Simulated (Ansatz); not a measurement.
GaH$_{3}$Se, SMILES `[GaH2][SeH]`. The species carries charge 0 and has multiplicity 1.

| atom | x (Å) | y (Å) | z (Å) |
| --- | --- | --- | --- |
| Ga1 | 0.459 | -0.536 | -0.165 |
| Se2 | -1.354 | 0.479 | 0.871 |
| H3 | 1.333 | 0.319 | -1.134 |
| H4 | 0.671 | -2.039 | 0.195 |
| H5 | -1.110 | 1.778 | 0.232 |

**Question.** List the harmonic frequencies (cm⁻¹, unscaled) at PBE0-D4/def2-TZVP in Ansatz. (An estimate is asked.)

**Answer.** Computed: 294, 373, 407, 584, 643, 728, 1998, 2011, 2448.

**Question.** Is this a minimum?

**Answer.** Yes, all 9 modes are real.

**Question.** Give the ideal-gas thermochemistry at 298.15 K and 1 bar (rigid rotor, harmonic oscillator; point group Cs, symmetry number 1).

**Answer.** Zero-point energy 56.7 kJ/mol; H(298) − E = 70.5 kJ/mol; entropy 291.2 J/(mol·K), of which translation 171.5, rotation 100.5, vibration 19.2; G(298) − E = -16.3 kJ/mol.

**Question.** Rotational constants (cm⁻¹)?

**Answer.** 2.788, 0.08083, 0.07855.
